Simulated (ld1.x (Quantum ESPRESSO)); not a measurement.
indium (In), PAW: configuration errors across variants

In (Z = 49), PAW, made with ld1.x (Quantum ESPRESSO) 7.5 (PBE, scalar-relativistic). Core [Ar] 3d10 4s2, reference 4p6 4d10 5s2 5p1. Waves: 5s (bound): rcut 1.95, rcutus 2.50 bohr; 5s channel at 0.05 Ry: rcut 1.95, rcutus 2.50 bohr; 4p (bound): rcut 1.30, rcutus 1.55 bohr; 5p (bound): rcut 1.30, rcutus 1.55 bohr; 4d (bound): rcut 1.00, rcutus 1.15 bohr; 4d channel at -0.9 Ry: rcut 1.00, rcutus 1.15 bohr; 4f channel at 0.15 Ry: rcut 2.25, rcutus 2.60 bohr. Local part: all-electron potential smoothed inside 1.80 bohr (lloc = -1). Core correction: Bessel-smoothed model core, default radius (core density twice the valence density). Augmentation charge: PSQ, inside the norm-conserving radii.

All-electron excitation energies from the reference (eV): (1) 4p6 4d10 5s2 5p0 5.363; (2) 4p6 4d10 5s0 5p0 52.918; (3) 4p6 4d10 5s2 5p0.5 1.940; (4) 4p6 4d10 5s2 5p1.3 -0.532; (5) 4p6 4d10 5s1 5p2 5.841.

The overlap operator is not positive definite (basis up to 400 Ry) in “local potential all-electron potential smoothed inside 1.06 bohr (lloc = -1)”, “local potential all-electron potential smoothed inside 1.36 bohr (lloc = -1)”. Such files are unfit for use, however small their errors in these radial tests.

Tests that are not counted but printed errors over 1 eV. “base”: 4p6 4d10 5s1 5p0 (solver errors, printed error -3334 eV). “local potential all-electron potential smoothed inside 2.58 bohr (lloc = -1)”: 4p6 4d10 5s2 5p0 (pseudo-atom not self-consistent, printed error -3.9 eV); 4p6 4d10 5s1 5p0 (pseudo-atom not self-consistent, printed error -6.4 eV). “local potential all-electron potential smoothed inside 2.92 bohr (lloc = -1)”: 4p6 4d10 5s0 5p0 (pseudo-atom not self-consistent, printed error -1851 eV); 4p6 4d10 5s1 5p0 (pseudo-atom not self-consistent, printed error -6.8 eV); 2 more.

1 further variants failed, have other tests or too few solved ones, and are left out.

A true bound ghost makes a file unfit for plane-wave use even where its test errors are small: the radial tests pick states by their node count and pass the ghost by. Where a test does run into it, the solver fails or the error is huge.

Errors AE − PS in meV (a dash: test not solved or not reliable):

```csv
change,(1),(2),(3),(4),(5),bound ghosts
base,+5.4,-10,+0.4,+0.1,+3.4,s
local potential all-electron potential smoothed inside 1.06 bohr (lloc = -1),-1.3,-10,-0.4,+0.1,-0.8,not determined (overlap not positive)
local potential all-electron potential smoothed inside 1.36 bohr (lloc = -1),-1.3,-10,-0.4,0.0,-1.1,"s (p not tested, overlap not positive)"
local potential all-electron potential smoothed inside 1.66 bohr (lloc = -1),-2.0,-11,-0.6,0.0,-0.5,s
local potential all-electron potential smoothed inside 2.58 bohr (lloc = -1),–,-10,-0.5,0.0,-0.6,none
local potential all-electron potential smoothed inside 2.92 bohr (lloc = -1),–,–,–,–,–,none
```

Task: Give the same row for: local potential all-electron potential smoothed inside 2.06 bohr (lloc = -1).

Result: -0.8, -10, -0.4, 0.0, -0.5; bound ghosts: none.
